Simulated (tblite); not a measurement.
Compound: H11NOSi4.
SMILES with atom numbers: `[NH2:1][Si@H:2]([OH:3])[SiH:4]([SiH3:5])[SiH3:6]` (hydrogens: H7, H8 on N1; H9 on Si2; H10 on O3; H11 on Si4; H12, H13, H14 on Si5; H15, H16, H17 on Si6)

Computed with GFN2-xTB (tblite), gas phase: L-BFGS steps from a force-field or distance-geometry start until the largest atomic force falls under 0.01 eV/Å.

Step 139: E = -531.7331 eV
```
atom  x, y, z in Å  |  force x, y, z in eV/Å
N1      2.2011   -1.1729   -0.9878    0.030   0.030  -0.055
Si2     1.6606    0.2448   -0.1487   -0.016  -0.019  -0.009
O3      1.6984   -0.0797    1.4514   -0.017   0.003  -0.016
Si4    -0.6168    0.4176   -0.4761    0.023  -0.016   0.029
Si5    -1.6753   -1.6521   -0.2703   -0.007   0.005  -0.004
Si6    -1.5594    2.1106    0.8079    0.036   0.039  -0.036
H7      3.0866   -1.5884   -0.7404   -0.007  -0.003   0.000
H8      2.1007   -1.1922   -1.9902    0.001  -0.003   0.077
H9      2.5853    1.3782   -0.3740   -0.024  -0.017  -0.008
H10     2.4822   -0.4122    1.8774    0.029  -0.005   0.010
H11    -0.7951    0.8513   -1.8901   -0.011  -0.012  -0.023
H12    -3.0581   -1.6648   -0.7683    0.005   0.016   0.012
H13    -1.0064   -2.7471   -0.9800    0.013  -0.003  -0.027
H14    -1.7495   -2.0848    1.1294   -0.018   0.011   0.013
H15    -1.2304    1.9971    2.2303    0.003   0.008   0.002
H16    -1.1080    3.4429    0.3820   -0.014  -0.013   0.044
H17    -3.0226    2.1639    0.7376   -0.024  -0.021  -0.008
```

Step 140: E = -531.7337 eV
```
atom  x, y, z in Å  |  force x, y, z in eV/Å
N1      2.2012   -1.1847   -0.9781    0.039   0.030  -0.011
Si2     1.6652    0.2421   -0.1527   -0.047   0.001  -0.040
O3      1.7092   -0.0624    1.4491   -0.039   0.002   0.024
Si4    -0.6128    0.4221   -0.4794    0.034  -0.026   0.043
Si5    -1.6754   -1.6447   -0.2755    0.003   0.010  -0.005
Si6    -1.5630    2.1065    0.8112    0.029   0.003  -0.040
H7      3.0901   -1.5929   -0.7306   -0.008  -0.011  -0.006
H8      2.0950   -1.2151   -1.9785   -0.001  -0.008   0.030
H9      2.5862    1.3734   -0.3957   -0.008  -0.005  -0.011
H10     2.4924   -0.3875    1.8812    0.043  -0.011   0.008
H11    -0.7920    0.8518   -1.8935   -0.010   0.000  -0.030
H12    -3.0594   -1.6531   -0.7651   -0.030   0.024   0.010
H13    -1.0226   -2.7408   -0.9954    0.038  -0.022  -0.040
H14    -1.7385   -2.0837    1.1215   -0.023   0.006   0.032
H15    -1.2429    1.9781    2.2334    0.009   0.006   0.020
H16    -1.1143    3.4427    0.4041    0.007   0.026   0.027
H17    -3.0253    2.1602    0.7342   -0.035  -0.026  -0.012
```

Step 141: E = -531.7342 eV
```
atom  x, y, z in Å  |  force x, y, z in eV/Å
N1      2.1960   -1.2038   -0.9560    0.011   0.068  -0.061
Si2     1.6681    0.2462   -0.1614   -0.008  -0.050  -0.008
O3      1.7218   -0.0185    1.4500   -0.042   0.015  -0.059
Si4    -0.6094    0.4271   -0.4858    0.020  -0.027   0.043
Si5    -1.6745   -1.6390   -0.2913    0.004  -0.020  -0.002
Si6    -1.5650    2.0980    0.8199    0.009  -0.020  -0.018
H7      3.0857   -1.6078   -0.7038   -0.015  -0.006  -0.015
H8      2.0796   -1.2637   -1.9564    0.015   0.008   0.134
H9      2.5892    1.3707   -0.4394   -0.015  -0.024  -0.002
H10     2.5068   -0.3350    1.8854    0.041  -0.010   0.001
H11    -0.7877    0.8611   -1.8989   -0.011   0.005  -0.025
H12    -3.0666   -1.6406   -0.7579   -0.026   0.030   0.016
H13    -1.0417   -2.7332   -1.0348    0.033   0.000  -0.024
H14    -1.7136   -2.0905    1.1037   -0.024   0.006   0.013
H15    -1.2598    1.9426    2.2437    0.007   0.007   0.003
H16    -1.1082    3.4384    0.4417    0.017   0.047   0.018
H17    -3.0275    2.1600    0.7314   -0.016  -0.029  -0.014
```

Q: Estimate the geometry and energy of step 142. (The exact step hangs on the optimiser's Hessian estimate; all steps are aligned on step 141, rigid shifts and turns removed.)

A: E = -531.7348 eV, largest force 0.071 eV/Å
```
atom  x, y, z in Å  |  force x, y, z in eV/Å
N1      2.1976   -1.1966   -0.9617    0.018   0.028  -0.023
Si2     1.6670    0.2444   -0.1570   -0.007  -0.026  -0.016
O3      1.7230   -0.0329    1.4512   -0.038   0.012  -0.034
Si4    -0.6081    0.4280   -0.4836   -0.004  -0.022   0.025
Si5    -1.6730   -1.6379   -0.2870    0.004  -0.014  -0.004
Si6    -1.5665    2.1024    0.8153   -0.011  -0.037  -0.013
H7      3.0836   -1.6079   -0.7092   -0.009  -0.004  -0.012
H8      2.0819   -1.2516   -1.9608    0.008   0.005   0.070
H9      2.5865    1.3699   -0.4288   -0.002  -0.001  -0.003
H10     2.5097   -0.3558    1.8787    0.040  -0.011   0.011
H11    -0.7849    0.8560   -1.8996   -0.008   0.006  -0.013
H12    -3.0633   -1.6430   -0.7580   -0.030   0.030   0.010
H13    -1.0350   -2.7329   -1.0246    0.032  -0.002  -0.022
H14    -1.7188   -2.0822    1.1096   -0.020  -0.001   0.020
H15    -1.2583    1.9523    2.2387    0.008   0.004   0.013
H16    -1.1180    3.4445    0.4377    0.023   0.062   0.005
H17    -3.0302    2.1555    0.7293   -0.004  -0.028  -0.015
```

The energy changes by -0.0007 eV. The first-order estimate −F·Δx gives -0.0010 eV and the mean of the old and new forces, exact on a quadratic surface, -0.0007 eV. The step makes an angle of 84° with the force vector and moves no atom by more than 0.022 Å.

The cost below is that of the whole relaxation. On an Arm Neoverse V1 with one thread, on a shared host, this took 1.8 s wall.
